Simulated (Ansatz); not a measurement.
Compare A (`BN=C1CC1`) with its isomer B (`BC1C=CN1`).

Calculated with Ansatz (gas phase, PBE0-D4/def2-TZVP geometries, no zero-point term in ΔE). CCSD(T)/CBS adds triple-zeta CCSD(T) − MP2 to the extrapolated MP2 energy (def2 sets, frozen cores). DFT in def2-TZVPP. B3LYP here is the variant with VWN-RPA as its local correlation; programs differ in this.

Task: Which is lower in electronic energy at CCSD(T)/CBS, and by how much? (Best estimate.)

Result: The calculation gave: A, by 21.5 kcal/mol.

Task: Give E(B) − E(A) in kcal/mol with r2SCAN-D4, ωB97M-V, CCSD/def2-TZVPP, MP2/def2-TZVPP, B3LYP-D4, CCSD(T)/def2-SVP, B3LYP. (Best estimate.)

Result: Ansatz gave: r2SCAN-D4 24.9, ωB97M-V 22.8, CCSD/def2-TZVPP 24.2, MP2/def2-TZVPP 19.7, B3LYP-D4 27.9, CCSD(T)/def2-SVP 26.5, B3LYP 29.1. None reverses the order clearly.

Task: Does the order hold for the free energy at 298.15 K (harmonic terms from PBE0-D4)? (Best estimate.)

Result: Ansatz gave: Yes: G(B) − G(A) = +22.6 kcal/mol.

Largest T1 diagnostic: 0.015.

From r2SCAN to r2SCAN0 (25 % exact exchange), in def2-TZVPP and without D4, E(B) − E(A) moves by −0.7 kcal/mol. At CCSD(T), def2-SVP lies +5.0 kcal/mol from the extrapolated value and def2-TZVPP +0.9 kcal/mol.
